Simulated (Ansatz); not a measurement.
Total energies of `B[SiH](F)OC`.

```xyz
11

B     0.2328   -1.8732    1.4087
Si   -0.5407   -0.6612    0.0037
F    -2.0901   -0.3896    0.3250
O     0.3371    0.7089    0.1158
C     0.3928    1.7392   -0.8472
H     0.8601   -2.8540    1.1387
H     0.0920   -1.6058    2.5649
H    -0.5302   -1.1214   -1.4126
H     1.3727    2.2160   -0.7903
H    -0.3762    2.4897   -0.6448
H     0.2497    1.3513   -1.8620
```

The species carries charge 0 and has multiplicity 1. All single points use the PBE0-D4/def2-TZVP geometry. It is one conformer, not always the lowest. Basis def2-TZVPP, Ansatz 0.2.0.

RPA on PBE orbitals: Hartree–Fock energy of these orbitals -529.40574 Eh, correlation -1.44175 Eh (frozen core).

```tsv
functional	energy without D4 (Eh)	D4 term (kJ/mol)
ωB97X-V	-531.17452	–
B2PLYP	-531.00968	–
```

Problem. Give the same for LDA (SPW92), PBE, revPBE, BLYP, r2SCAN, B97M-V, PBE0, B3LYP, r2SCANh, r2SCAN0, HSE06 (plane-wave form), BHLYP, CAM-B3LYP, LC-ωPBE, ωB97M-V, PBE-QIDH. (Estimate.)

Solution. Ansatz gave: 
```tsv
functional	energy without D4 (Eh)	D4 term (kJ/mol)
LDA (SPW92)	-528.26635	–
PBE	-530.85755	-19.0
revPBE	-531.14458	-59.0
BLYP	-531.23087	-41.8
r2SCAN	-531.14335	-4.7
B97M-V	-531.17170	–
PBE0	-530.90448	-16.0
B3LYP	-531.32828	-30.5
r2SCANh	-531.13061	-5.0
r2SCAN0	-531.11271	-5.5
HSE06 (plane-wave form)	-530.88579	-14.9
BHLYP	-531.19096	-22.9
CAM-B3LYP	-531.21802	-16.2
LC-ωPBE	-531.05977	–
ωB97M-V	-531.18460	–
PBE-QIDH	-530.79269	–
```

B3LYP takes the VWN-RPA correlation (the form of Gaussian; ORCA's B3LYP/G). HSE06 is the plane-wave form, built on full-range PBE exchange. The double hybrids freeze the cores in their second-order part.

LC-ωPBE has ω = 0.4 bohr⁻¹.
